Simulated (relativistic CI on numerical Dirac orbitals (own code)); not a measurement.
Crystal-field levels of Ti3+, 3d

Calculated by Dirac-Coulomb-Breit CI, separate exchange-only KLI orbitals for each configuration, model QED, valence Slater integrals scaled by 0.65, one configuration in a parametric crystal field (own radial code).

Field parameters in Wybourne normalisation: Td as Oh with Dq negative (B⁴₀ = 21Dq, B⁴₄ = √(5/14) B⁴₀). The field is a parameter set, without covalency.

S is read from ⟨S²⟩ = S(S + 1).

Site symmetry Td; labels are those of the double group. Computed levels in cm⁻¹ above the lowest, in rising order:

| Δ (size of 10Dq) | Lowest | No. 2 | No. 3 |
| --- | --- | --- | --- |
| 1800 | Γ8 | 1764 Γ8 | 1956 Γ7 |
| 3300 | Γ8 | 3248 Γ8 | 3448 Γ7 |
| 4750 | Γ8 | 4693 Γ8 | 4895 Γ7 |
| 6250 | Γ8 | 6190 Γ8 | 6394 Γ7 |
| 7700 | Γ8 | 7638 Γ8 | 7843 Γ7 |
| 9150 | Γ8 | 9087 Γ8 | 9292 Γ7 |
| 10650 | Γ8 | 10586 Γ8 | 10792 Γ7 |
| 12100 | Γ8 | 12035 Γ8 | 12242 Γ7 |
| 13550 | Γ8 | 13485 Γ8 | 13691 Γ7 |
| 15000 | Γ8 | 14934 Γ8 | 15141 Γ7 |
| 16500 | Γ8 | 16434 Γ8 | 16641 Γ7 |
| 17950 | Γ8 | 17884 Γ8 | 18091 Γ7 |

Ground-state S against |10Dq| in cm⁻¹: 1800: 0.50, 3300: 0.50, 4750: 0.50, 6250: 0.50, 7700: 0.50, 9150: 0.50, 10650: 0.50, 12100: 0.50, 13550: 0.50, 15000: 0.50, 16500: 0.50, 17950: 0.50.

No abrupt spin change occurs in this range.
